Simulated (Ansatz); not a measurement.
Geometry optimisation, RKS BHLYP-D4/def2-SVP in Ansatz 0.2.0.

The input (input.yaml):

```yaml
crystal:
  periodic: [false, false, false]
  atoms:
    - { symbol: Ge, position_ang: [0.0, 0.0, 0.0] }
    - { symbol: F, position_ang: [0.0, 0.0, 2.03] }
    - { symbol: H, position_ang: [1.4616, 0.0, -0.5162] }
    - { symbol: H, position_ang: [-0.73, 1.2648, -0.5162] }
    - { symbol: Cl, position_ang: [-1.0456, -1.8115, -0.7393] }
    - { symbol: O, position_ang: [0.7702, -1.8071, 0.6527] }
    - { symbol: H, position_ang: [0.1354, -2.5529, 0.4061] }
    - { symbol: H, position_ang: [0.4666, -1.0946, 1.7453] }
basis:
  gaussian: { orbitals: def2-SVP }
hamiltonian:
  xc: { name: BHLYP }
  dispersion: d4
relax:
  f_tol: 0.15
  max_steps: 25
  restrain:
    - { distance: [0, 5], at: 2.97, k: 30.0 }
    - { distance: [7, 1], at: 2.12, k: 30.0 }
    - { distance: [0, 1], at: 1.68, k: 30.0 }
    - { distance: [7, 5], at: 1.01, k: 30.0 }
```

Run as:

```bash
$ ansatz run input.yaml --threads 2 --pin off --max-ram 3072MiB --backend cpu --events-out ev --progress --plain --runs-dir out
```

Problem. Where does it end, and by what steps?

Solution. The forces met the threshold. The restraints hold the end off the free minimum. After 11 steps the energy has fallen by 3.821 eV (the restraints' own energy left out); H8 moved furthest, 0.69 Å. Parted: Ge1–O6 (2.07 → 2.97 Å). Joined: O6–H8 (1.34 → 0.98 Å).

```tsv
step	energy less start (eV)	largest force component (eV/Å)	accepted
0	0.0000	5.131	yes
1	-1.2928	4.193	yes
2	-2.3133	4.012	yes
3	-3.0699	3.088	yes
4	-3.6606	1.134	yes
5	-3.7958	0.988	yes
6	-3.8085	0.961	yes
7	-3.8113	0.891	yes
8	-3.8205	0.865	yes
9	-3.8068	1.186	no
10	-3.8201	0.850	no
11	-3.8214	0.850	yes
```

```xyz
8
Properties=species:S:1:pos:R:3
Ge -0.116 0.239 -0.143
F -0.246 0.135 1.557
H 1.328 0.098 -0.569
H -0.801 1.549 -0.507
Cl -1.339 -1.339 -0.948
O 1.106 -2.185 1.062
H 0.402 -2.769 0.773
H 0.723 -1.730 1.837
```

Run time: 57 s on 2 threads of Arm Neoverse N1 (shared host), peak memory 0.22 GiB.
